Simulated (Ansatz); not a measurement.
Computed with Ansatz on PBE0-D4/def2-TZVP structures; ΔE is electronic, products minus reactants. CCSD(T)/CBS adds triple-zeta CCSD(T) − MP2 to the extrapolated MP2 energy (def2 sets, frozen cores). For Ge outer-core shells are correlated without core-valence functions, which leaves a few kJ/mol of doubt a bond. Scalar relativity is left out up to krypton. One conformer a species, not always the lowest.

Consider the redistribution: `N[CH2][GeH2][NH2]` + `C[SiH]1N=C1F` → `[CH3][GeH2][CH2]N` + `N[SiH]1N=C1F`.

```
            species  MP2/CBS(def2) energy (Eh)
`N[CH2][GeH2][NH2]`                -2228.31522
     `C[SiH]1N=C1F`                 -521.97261
`[CH3][GeH2][CH2]N`                -2212.25536
     `N[SiH]1N=C1F`                 -538.05401
```

Q: Work out ΔE.

A: ΔE = (-2212.25536) + (-538.05401) − (-2228.31522) − (-521.97261) = -0.02154 Eh = -56.6 kJ/mol. CCSD(T)/CBS gives -54.6 kJ/mol.

Largest T1 diagnostic among the species: 0.014.

From PBE to PBE0 (25 % exact exchange), in def2-TZVPP and without D4, ΔE moves by −3.5 kJ/mol.
